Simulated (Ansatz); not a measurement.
Basis sets compared for (F)3Ti-O-SiH3 (TiSiOF3H3). The state is a singlet with charge 0. Geometry r2SCAN-D4/def2-SVP. Ansatz on 4 threads of Intel Xeon Platinum 8175M on a shared host; times are rough, and most runs start from earlier orbitals.

Cartesian coordinates in Å:
```
Ti -0.531 1.306 0.931
F 0.105 2.790 0.273
F 0.030 1.118 2.571
F -2.274 1.373 0.923
O 0.015 -0.057 -0.044
Si 0.549 -1.355 -0.966
H -0.629 -2.166 -1.381
H 1.259 -0.831 -2.166
H 1.477 -2.180 -0.142
```

The 6-31G sets use Cartesian d functions.

Binding counts from free atoms (Ti triplet, F doublet, O triplet, Si triplet, H doublet) in the same basis, without a counterpoise term.

| level | functions | energy (Eh) | HOMO (eV) | LUMO (eV) | binding per atom (eV) | wall time |
| --- | --- | --- | --- | --- | --- | --- |
| HF/STO-3G | 50 | -1495.5648 | -9.58 | 9.90 | 4.15 | 0.5 s |
| HF/6-31G | 84 | -1512.3484 | -13.24 | 1.44 | 2.52 | 1.2 s |
| HF/def2-TZVP | 224 | -1512.7584 | -13.19 | 1.71 | 2.91 | 4.3 s |
| PBE-D4/def2-SVP | 120 | -1514.6270 | -8.02 | -3.15 | 4.48 | 1.7 s |
| PBE-D4/def2-TZVP | 224 | -1515.3105 | -8.21 | -3.38 | – | 3.6 s |
| PBE0-D4/def2-SVP | 120 | -1514.6470 | -9.58 | -2.44 | 4.20 | 2.7 s |
| PBE0-D4/def2-TZVP (with forces) | 224 | -1515.3299 | -9.67 | -2.47 | 4.19 | 8.5 s |

Q: Estimate the rows for HF/def2-TZVPD, PBE-D4/def2-TZVPD, PBE0-D4/def2-TZVPD.

A: 
```tsv
level	functions	energy (Eh)	HOMO (eV)	LUMO (eV)	binding per atom (eV)	wall time
HF/def2-TZVPD	278	-1512.7635	-13.17	1.30	2.92	8 s
PBE-D4/def2-TZVPD	278	-1515.3146	-8.22	-3.39	–	5 s
PBE0-D4/def2-TZVPD	278	-1515.3341	-9.66	-2.45	4.20	12 s
```
